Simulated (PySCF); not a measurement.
# Se²⁺ (selenium, charge +2) across methods

[Ar] 3d10 4s2 4p2, high-spin 3P determinant. Computed with PySCF 2.14 in aug-cc-pVTZ-PP with ECP10MDF, with scalar relativity through the core potential.

```json
{"method": "BP86", "E (hartree)": "-372.1388", "mean ε 4s α (eV)": "-38.467", "mean ε 4s β (eV)": "-36.527", "mean ε 4p α (eV)": "-26.270", "Σ⟨r²⟩ (bohr²)": "23.48", "⟨S²⟩": "2.001"}
{"method": "LDA", "E (hartree)": "-371.4272", "mean ε 4s α (eV)": "-38.604", "mean ε 4s β (eV)": "-36.792", "mean ε 4p α (eV)": "-26.224", "Σ⟨r²⟩ (bohr²)": "23.51", "⟨S²⟩": "2.001"}
{"method": "r2SCAN", "E (hartree)": "-371.8582", "mean ε 4s α (eV)": "-39.200", "mean ε 4s β (eV)": "-36.524", "mean ε 4p α (eV)": "-26.761", "Σ⟨r²⟩ (bohr²)": "23.43", "⟨S²⟩": "2.004"}
{"method": "PBE0", "E (hartree)": "-371.9574", "mean ε 4s α (eV)": "-40.446", "mean ε 4s β (eV)": "-37.519", "mean ε 4p α (eV)": "-27.702", "Σ⟨r²⟩ (bohr²)": "23.52", "⟨S²⟩": "2.003"}
{"method": "M06-2X", "E (hartree)": "-372.1721", "mean ε 4s α (eV)": "-41.903", "mean ε 4s β (eV)": "-37.657", "mean ε 4p α (eV)": "-28.809", "Σ⟨r²⟩ (bohr²)": "23.68", "⟨S²⟩": "2.004"}
{"method": "PBE", "E (hartree)": "-371.9883", "mean ε 4s α (eV)": "-38.351", "mean ε 4s β (eV)": "-36.292", "mean ε 4p α (eV)": "-26.201", "Σ⟨r²⟩ (bohr²)": "23.54", "⟨S²⟩": "2.002"}
{"method": "BLYP", "E (hartree)": "-371.9674", "mean ε 4s α (eV)": "-38.178", "mean ε 4s β (eV)": "-36.441", "mean ε 4p α (eV)": "-25.939", "Σ⟨r²⟩ (bohr²)": "23.56", "⟨S²⟩": "2.001"}
{"method": "wB97M-V", "E (hartree)": "-371.7959", "mean ε 4s α (eV)": "-42.983", "mean ε 4s β (eV)": "-40.086", "mean ε 4p α (eV)": "-29.887", "Σ⟨r²⟩ (bohr²)": "23.58", "⟨S²⟩": "2.002"}
{"method": "UHF", "E (hartree)": "-370.78275", "mean ε 4s α (eV)": "-45.826", "mean ε 4s β (eV)": "-39.868", "mean ε 4p α (eV)": "-31.442", "Σ⟨r²⟩ (bohr²)": "23.71", "⟨S²⟩": "2.008"}
```

Energies and moments cover only the electrons outside the core potential.
